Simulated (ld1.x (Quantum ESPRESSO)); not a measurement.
# Co (Z = 27): what ld1.x (Quantum ESPRESSO) 7.5 does with a changed input

Command:

```bash
ld1.x < Co.in > Co.out
```

Input:

```
&input
   title='Co', zed=27., rel=1, dft='PZ', iswitch=3,
   config='[Ar] 3d7 4s0 4p0',
   nld=3, rlderiv=1.85, eminld=-11.0, emaxld=5.0, deld=0.04
 /
 &inputp
   pseudotype=2, tm=.false., rho0=0.02, lloc=0,
   nlcc=.true., rcore=0.50,
   file_pseudopw='Co.UPF', file_wfcaegen='ae.wfc', file_wfcncgen='nc.wfc', file_beta='beta', file_chi='chi'
 /
3
3P  2  1   6.00   0.00  0.75  0.75  0.0
3D  4  2   7.00   0.00  1.70  1.70  0.0
3S  1  0   2.00   0.00  0.95  0.95  0.0
 &test
   configts(1)='3s2 3p6 3d7 4s0 4p0'
 /
```

This is an input that runs to its end, with one change: pseudo principal number of 3D raised by one.

How does the run end?

The program runs through. The occupied levels of the test differ from the all-electron ones by at most 0.00007 Ry (unchanged input: 0.00007 Ry).

```
      This function has    0 nodes for 0 < r <    1.698

     ------------------- End of pseudopotential generation -------------------

     Computing logarithmic derivative in   1.84123
     Computing logarithmic derivative in   1.84123
     Computing the partial wave expansion
       no projector for channel:   0
     R is outside the sphere for l=    1 j= 0.00
     R is outside the sphere for l=    2 j= 0.00

     ---------------------- Testing the pseudopotential ----------------------

     Co
     scalar relativistic calculation

     atomic number is 27.00   valence charge is 17.00
     dft =PZ   lsd =0 sic =0 latt =0  beta=0.20 tr2=1.0E-14
     mesh =1193 r(mesh) =  99.89935 xmin = -7.00 dx = 0.01250

     n l     nl             e AE (Ry)        e PS (Ry)    De AE-PS (Ry)
     1 0     3S   1( 2.00)       -8.89567       -8.89574        0.00007
     2 1     3P   1( 6.00)       -6.22460       -6.22466        0.00006
     3 2     3D   1( 7.00)       -2.01329       -2.01329        0.00000
     2 0     4S   1( 0.00)       -1.55191       -1.57511        0.02320  !
     3 1     4P   1( 0.00)       -1.08071       -1.08499        0.00427

     eps = 7.5E-15  iter = 23

     Etot =   -2779.608381 Ry,   -1389.804191 Ha,  -37818.498637 eV
     Etotps =  -279.513079 Ry,    -139.756540 Ha,   -3802.969182 eV

     Ekin =     130.399055 Ry,      65.199527 Ha,    1774.169522 eV
     Encl =    -561.072845 Ry,    -280.536423 Ha,   -7633.784953 eV
     Ehrt =     215.551462 Ry,     107.775731 Ha,    2932.727042 eV
     Ecxc =     -30.612275 Ry,     -15.306137 Ha,    -416.501215 eV
     (Ecc =      -2.563012 Ry,      -1.281506 Ha,     -34.871557 eV)
     Epseu=     -33.778476 Ry,     -16.889238 Ha,    -459.579579 eV

     ---------------------- End of pseudopotential test ----------------------
```
